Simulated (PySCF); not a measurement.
**Which method gave which barrier?**

Saddle point of GeH$_{3}$F, singlet (GeH₂ + HF → GeHF ([F][GeH]) + H₂; bonds formed: Ge1–F3, H2–H5; bonds broken: Ge1–H5, H2–F3), PBE0-D4/def2-TZVP structure:

Ge1  (-0.857, -0.551, -0.327)
H2  (0.788, -0.084, 0.421)
F3  (1.121, -0.245, -0.721)
H4  (-1.128, 1.007, -0.508)
H5  (0.076, -0.126, 1.135)
(Å)

Computed with PySCF 2.14 with density fitting (its default auxiliary sets; JK sets also for MP2 and CCSD(T)) (basis: def2-TZVPP, with def2-QZVPP for the basis limit); correlated methods freeze the cores. Filled d shells of the heavier atoms are correlated. The def2 sets are not built for correlating such inner shells, so the correlated values are less sure here. B3LYP uses VWN-RPA correlation. Extrapolation: Hartree–Fock as exp(−7.88 √X), correlation as X^−2.97. Four methods, as single points on the PBE0-D4 structures, gave these electronic barriers from the start structure: 0.36, 9.07, 12.69, 23.28 kcal/mol.

Task: The methods were, in alphabetical order, B3LYP-D4, CCSD(T), HF, SPW92. Which gave which? (A judgement: the text doesn't fix the answer.)

Result: Computed: SPW92 0.36; B3LYP-D4 9.07; CCSD(T) 12.69; HF 23.28 kcal/mol. For comparison, CCSD(T) at an estimated basis limit (MP2 extrapolated from triple and quadruple zeta, plus CCSD(T) − MP2 in triple zeta) gives 11.80 kcal/mol.

No T1 diagnostic of these runs exceeds 0.014.

Labels in which every atom is bracketed show which atoms are joined, not bond orders.

For scale, one of the runs: CCSD(T)/def2-TZVPP, 121 basis functions, launched by `OMP_NUM_THREADS=4 python run.py`. Hardware: 4 CPU threads of a Oxide Virtual Turin-like, shared host. Wall time 41 s; peak host memory 0.66 GiB.
